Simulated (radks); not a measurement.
Values are calculated unless marked as measured or tabulated.
Problem. These are the eigenvalues of the occupied orbitals of an atom or ion with whole-number occupations (eV). Code: a radial shooting solver on a logarithmic mesh with Libxc functionals. Model: scalar-relativistic Kohn-Sham, exchange-only LDA, spin-polarised, spherical densities, point nucleus.

orbital  eigenvalue
1s up     -25632.30
1s down   -25631.21
2s up     -4057.027
2s down   -4056.293
2p up     -3676.160
2p down   -3675.158
3s up     -1001.476
3s down   -1000.129
3p up     -876.2350
3p down   -874.7572
3d up     -679.2868
3d down   -677.8265
4s up     -380.7670
4s down   -373.3340
4p up     -338.9190

Which element is it, and in what charge state? The configuration may be excited. Open shells, if any, are filled with parallel spins first.

Solution. Z = 47, silver, charge +14: Ag14+ in [Ar] 3d10 4s2 4p3. The list shows which subshells hold electrons but not how many an open one holds; the 1s level, -941.97 hartree, gives Z - s = 43.4 by -(Z - s)^2/2, which with screening and relativity narrows Z to a few neighbours, and the depths of the outer levels then fix element, charge and occupations together.
